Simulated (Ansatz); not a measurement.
Ideal-gas functions of F₂H₂OSi, SMILES `O[SiH](F)F` at 400 K and 1 bar, from an Ansatz frequency run at PBE0-D4/def2-TZVP.

Molar mass 84.1 g/mol, point group Cs (symmetry number 1), electronic degeneracy 1, moments of inertia 70.29, 73.761, 124.339 u Å². Harmonic wavenumbers (cm⁻¹, unscaled): 175, 311, 331, 396, 757, 831, 840, 889, 963, 1006, 2355, 3927.

Use S(trans) = R[1.5 ln M + 2.5 ln T − 1.1517]; rotational temperatures θ = 24.2544 K / I; S(rot) = R[ln(√π/σ · √(T³/θAθBθC)) + 1.5]; for each mode x = 1.438777 ν̃/T, S = R[x/(eˣ − 1) − ln(1 − e⁻ˣ)] and H = RT x/(eˣ − 1); 1 cm⁻¹ = 0.0119627 kJ/mol; R = 8.31446 J/(mol·K).

Problem. By hand: the entropy, in J/(mol·K).

Solution. Translation 170.2. Rotation: θ = 0.3451, 0.3288, 0.1951 K, giving 107.8. Vibration, mode by mode: 12.30, 7.80, 7.34, 6.04, 2.16, 1.75, 1.70, 1.48, 1.20, 1.06, 0.02, 0.00, in all 42.8. Electronic 0.0. Sum 320.8 J/(mol·K).

Problem. By hand: H − E and G − E in kJ/mol, counted from the electronic energy.

Solution. Zero-point energy ½ × 12781 × 0.0119627 = 76.4; thermal vibration 10.3; translation, rotation and pV give 4 RT = 13.3. H − E = 100.0 kJ/mol, and G − E = 100.0 − 400 × 320.8/1000 = -28.3 kJ/mol.

Vibration gives 13 % of the entropy. The sum counts one conformer and one mirror image; others add a mixing term.
